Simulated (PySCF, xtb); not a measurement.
AlF4, SMILES [F][Al-]([F])([F])[F], charge -1.

xtb 6.7.1 with GFN2-xTB at its own geometry gives an orbital gap of 12.54 eV.

Geometry: PBE0-D3(BJ)/def2-SVPD. The isomer is the one that the SMILES or the coordinates give; other isomers of the formula were not compared.

Task: What does PySCF with PBE/def2-SVPD give? (The exact figures need the calculation; the answer reports its results.)

Result: gap 6.92 eV (levels -3.53 and 3.38 eV).
